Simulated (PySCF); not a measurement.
Compound: C₈H₆.
Cartesian coordinates in Å at the GFN2-xTB level; atoms count from 1:
```
atom  x, y, z in Å
C1    -2.4971    2.0243    0.4830
C2    -1.7991    1.0799    0.2381
C3    -1.0028   -0.0551   -0.0771
C4     0.2047   -0.2208    0.4199
C5     1.3972   -0.3782    0.8948
C6     2.6501    0.1207    0.2382
C7    -1.5946   -1.0044   -0.9548
C8    -2.1261   -1.7806   -1.6992
H9    -3.0993    2.8536    0.7056
H10    1.5384   -0.9011    1.8348
H11    3.3180   -0.7150    0.0328
H12    3.1675    0.8106    0.9041
H13    2.4246    0.6319   -0.6939
H14   -2.5823   -2.4664   -2.3484
```

A PySCF run (density fitting, gas phase, GFN2-xTB geometry) gave HOMO -11.09 eV, LUMO -1.76 eV, dipole 1.63 D and E = -305.574 Eh.

Task: Which of these levels was it?
A. PBE0/pcSseg-1
B. KT3/pcSseg-1
C. wB97X-D/MINI
D. PBE0/pcseg-1
E. PBE0/def2-SVPD

Result: C. It is wB97X-D/MINI. All candidates on this geometry:

| level and settings | kind | basis functions | SCF cycles | E (Eh) | HOMO (eV) | LUMO (eV) | dipole (D) |
| --- | --- | --- | --- | --- | --- | --- | --- |
| KT3/pcSseg-1, grid level 3 | GGA | 166 | 16 | -313.3429 | -5.79 | -2.04 | 1.49 |
| PBE0/def2-SVPD | global hybrid | 208 | 14 | -307.6583 | -6.83 | -1.24 | 1.59 |
| PBE0/pcseg-1, level shift 0.2 Eh | global hybrid | 142 | 11 | -307.8066 | -6.86 | -1.25 | 1.61 |
| PBE0/pcSseg-1 | global hybrid | 166 | 14 | -307.8358 | -6.83 | -1.22 | 1.60 |
| wB97X-D/MINI | range-separated hybrid | 46 | 13 | -305.5744 | -11.09 | -1.76 | 1.63 |

The nearest other candidate, by the summed differences of HOMO and LUMO, is PBE0/pcseg-1: its HOMO differs by +4.23 eV and its LUMO by +0.51 eV. wB97X-D ran without the empirical dispersion term, which would shift the total energy alone. Cycle counts include a coarse-grid stage where the run had one. KT3 was designed for NMR shieldings or shifts; total energies of different functionals aren't comparable.
